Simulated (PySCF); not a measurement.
(Z)-1,2-difluoro-1-methoxyethene (C3H4F2O), SMILES CO/C(F)=C/F. Atoms are numbered in the order given.

```xyz
10

C     -2.1740     0.5524    -0.0715
O     -0.9127     0.8179     0.5211
C      0.0712    -0.0033     0.1739
F     -0.1537    -1.2895     0.4262
C      1.2220     0.4196    -0.3508
F      2.2320    -0.4126    -0.5866
H     -2.8673     1.3109     0.3107
H     -2.1117     0.6308    -1.1701
H     -2.5402    -0.4484     0.2033
H      1.4011     1.4704    -0.5787
```
Charge 0, spin multiplicity 1.

The structure is a stationary point at PBE0-D3(BJ)/def2-SVP. One conformer was computed; it need not be the lowest.

Method: PySCF with PBE/pcSseg-1.

GIAO shieldings, no solvent; atoms alike by connectivity are averaged. δ = σ(ref) − σ: ¹³C against TMS (σ = 182.0 ppm); ¹⁷O against H2O (σ = 334.3 ppm); ¹⁹F against CFCl3 (σ = 133.6 ppm); ¹H against TMS (σ = 31.49 ppm), references at their B3LYP-D3(BJ)/def2-TZVP geometries, non-relativistic.

Computed chemical shifts:
| nucleus | atoms | count | δ (ppm) |
|---|---|---|---|
| ¹³C | C3 | 1 | 164.0 |
| ¹³C | C5 | 1 | 129.7 |
| ¹³C | C1 | 1 | 61.8 |
| ¹⁷O | O2 | 1 | 90.2 |
| ¹⁹F | F4 | 1 | -138.6 |
| ¹⁹F | F6 | 1 | -227.0 |
| ¹H | H10 | 1 | 6.69 |
| ¹H | H7, H8, H9 | 3 | 3.93 |
